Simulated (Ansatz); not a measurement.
System: methylaminoboronic acid, CH$_{6}$BNO$_{2}$ (charge 0, singlet). SMILES: OB(O)NC
Coordinates optimised at B3LYP-D3(BJ)/def2-TZVP (Ansatz, a first-principles code):
```
N
H 1 1.0057
B 1 1.4228 2 119.38
O 3 1.3752 1 122.75 2 -173.41
H 4 0.9593 3 114.46 1 4.27
O 3 1.3771 4 114.73 5 -176.25
H 6 0.9593 3 114.63 4 -176.32
C 1 1.4507 2 114.07 3 -172.86
H 8 1.0909 1 110.60 2 -34.11
H 8 1.0926 9 106.45 1 120.00
H 8 1.0963 9 107.88 10 115.73
```

Wanted: vertical triplet-singlet gap, E(triplet) - E(singlet), in eV. Set-up: 6-311+G** with 5d; non-relativistic; UHF or UKS for open shells; each state is the SCF solution reached for its charge and spin; frozen cores in correlated levels; dispersion terms only where a functional's name holds one; no spin-orbit coupling. Basis-set limits of correlation are two-point, X^-3; Hartree-Fock from the larger set. The bracket is a focal-point correction in the basis named. Ab initio and DFT rows: single points at B3LYP-D3(BJ) geometries (Ansatz). Levels can end on unlike triplets.

```
species            coefficient  E at B3LYP/6-311+G** (Ansatz), Eh  E at PBE0/def2-TZVPD (Ansatz), Eh
-----------------  -----------  ---------------------------------  ---------------------------------
charge 0, triplet           +1                         -271.79900                         -271.51093
charge 0, singlet           -1                         -272.00187                         -271.71500
```

Coupled cluster (Ansatz) is a level with limits of its own, used here on species with T1 under 0.025 (0.045 for open shells) and stable references: RI-MP2/CBS(aug-cc-pVTZ,aug-cc-pVQZ)+[CCSD(T)-MP2]/aug-cc-pVTZ. Value to compare with, RI-MP2/CBS(aug-cc-pVTZ,aug-cc-pVQZ)+[CCSD(T)-MP2]/aug-cc-pVTZ (Ansatz): 5.87 eV. 1 Eh = 27.2114 eV.

### Question
Compute it at each level from the table, and compare with RI-MP2/CBS(aug-cc-pVTZ,aug-cc-pVQZ)+[CCSD(T)-MP2]/aug-cc-pVTZ (Ansatz).

### Answer

- B3LYP/6-311+G**: the sum of coefficient times E is 0.20287 Eh, or 5.520 eV. Result: 5.52 eV. Its difference against RI-MP2/CBS(aug-cc-pVTZ,aug-cc-pVQZ)+[CCSD(T)-MP2]/aug-cc-pVTZ (Ansatz) is -0.35 eV.
- PBE0/def2-TZVPD: the sum of coefficient times E is 0.20407 Eh, or 5.553 eV. Result: 5.55 eV. Its difference against RI-MP2/CBS(aug-cc-pVTZ,aug-cc-pVQZ)+[CCSD(T)-MP2]/aug-cc-pVTZ (Ansatz) is -0.32 eV.
